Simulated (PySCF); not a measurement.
Species: C6H15NSi.
Numbering: `[CH3:1][CH:2]([CH3:3])[C@@H:4]1[CH2:5][CH2:6][NH:7][SiH2:8]1` (hydrogens: H9, H10, H11 on C1; H12 on C2; H13, H14, H15 on C3; H16 on C4; H17, H18 on C5; H19, H20 on C6; H21 on N7; H22, H23 on Si8)

Geometry (PBE0-D3(BJ)/def2-SVP, Å), atoms numbered from 1 in this order:
```xyz
23
C6H15NSi angstrom
C      2.0953   -1.1399    0.5312
C      1.3348    0.0050   -0.1316
C      2.0443    1.3332    0.1104
C     -0.1253    0.0715    0.3261
C     -0.9555   -1.1953    0.0604
C     -2.4416   -0.8674    0.1994
N     -2.6462    0.4210   -0.4366
Si    -1.2177    1.4026   -0.4770
H      1.6444   -2.1181    0.3078
H      2.1053   -1.0178    1.6277
H      3.1419   -1.1726    0.1903
H      1.3295   -0.1809   -1.2229
H      1.5518    2.1633   -0.4223
H      3.0910    1.2987   -0.2294
H      2.0504    1.5840    1.1843
H     -0.1402    0.2806    1.4147
H     -0.7628   -1.5324   -0.9740
H     -0.6774   -2.0269    0.7278
H     -3.0517   -1.6543   -0.2784
H     -2.7216   -0.8590    1.2741
H     -3.6016    0.7309   -0.5493
H     -1.3158    2.6803    0.3044
H     -0.7725    1.7896   -1.8583
```

Computed with PySCF at PBE0/pcSseg-1, non-relativistic, on one gas-phase PBE0-D3(BJ)/def2-SVP geometry that isn't relaxed in the solvent. The solvent is an IEF-PCM continuum (cavity from Bondi-type radii × 1.2). The model holds no explicit solvent molecules, cavitation or dispersion.

Gas phase at PBE0/pcSseg-1: HOMO -6.45 eV, LUMO 0.88 eV, dipole 0.95 D.

Task: What does the continuum do to the energy, the frontier levels and the dipole at PBE0/pcSseg-1 in chloroform and dichloromethane?

Result: 
| solvent | ε | E(solvent) − E(gas) (kcal/mol) | polarisation term (kcal/mol) | distortion of the solute (kcal/mol) | HOMO (eV) | LUMO (eV) | dipole (D) |
| --- | --- | --- | --- | --- | --- | --- | --- |
| chloroform | 4.711 | -1.58 | -1.67 | 0.09 | -6.42 | 0.93 | 1.18 |
| dichloromethane | 8.93 | -1.90 | -2.04 | 0.14 | -6.42 | 0.93 | 1.23 |

Polarisation term: ½ Σ q·V over the induced surface charges. Distortion: the rise of the solute's own energy as its density leaves the gas-phase optimum. From chloroform to dichloromethane the lowering changes by a factor 1.20, Onsager's factor (ε − 1)/(2ε + 1) by 1.18 and ε itself by 1.9.

Task: Give the dipole vector in the frame of the coordinates (D, pointing from negative to positive charge), gas and dichloromethane.

Result: Gas (-0.41, -0.71, 0.47), solvent (-0.49, -0.93, 0.64). Its length changes by +30 % and its direction by 3°.

Task: Which Mulliken charges (PBE0/pcSseg-1) respond most in chloroform (means over atoms taken as equivalent)?

Result: 
| atoms | environment | gas (e) | solvent (e) | change |
| --- | --- | --- | --- | --- |
| H21 | N–H hydrogen | +0.188 | +0.201 | +0.013 |
| H23 | Si–H hydrogen | -0.112 | -0.125 | -0.013 |
| H22 | Si–H hydrogen | -0.108 | -0.120 | -0.012 |
| C1 | methyl carbon | -0.216 | -0.226 | -0.010 |
| C3 | methyl carbon | -0.223 | -0.232 | -0.009 |
| N7 | silicon-bound nitrogen | -0.677 | -0.685 | -0.008 |
| H18 | methylene hydrogen | +0.131 | +0.136 | +0.005 |
| H16 | methine hydrogen | +0.134 | +0.139 | +0.005 |
| H19 | methylene hydrogen | +0.116 | +0.120 | +0.004 |
| C6 | sp3 carbon bound to nitrogen | +0.035 | +0.032 | -0.003 |
| Si8 | SiH2 silicon | +0.769 | +0.772 | +0.003 |
| H9/H10/H11 | methyl hydrogen | +0.112 | +0.115 | +0.003 |

Task: Which Mayer bond orders change most in chloroform?

Result: 
| bond | length (Å) | gas | solvent | change |
| --- | --- | --- | --- | --- |
| N7–Si8 | 1.734 | 1.011 | 1.024 | +0.013 |
| Si8–C4 | 1.900 | 0.880 | 0.886 | +0.006 |
| N7–H21 | 1.011 | 0.930 | 0.924 | -0.006 |
| C6–N7 | 1.451 | 0.963 | 0.959 | -0.004 |
| Si8–H23 | 1.502 | 0.899 | 0.895 | -0.004 |
| C5–H18 | 1.102 | 0.944 | 0.942 | -0.002 |
| Si8–H22 | 1.501 | 0.902 | 0.900 | -0.002 |
| C5–C6 | 1.528 | 1.046 | 1.045 | -0.001 |

Hardware: an Arm Neoverse N1 with one thread, on a shared host. Cost: 80 s wall, 1.3 GiB resident at most. This is the whole shielding run at PBE0/pcSseg-1 in dichloromethane, SCF included.
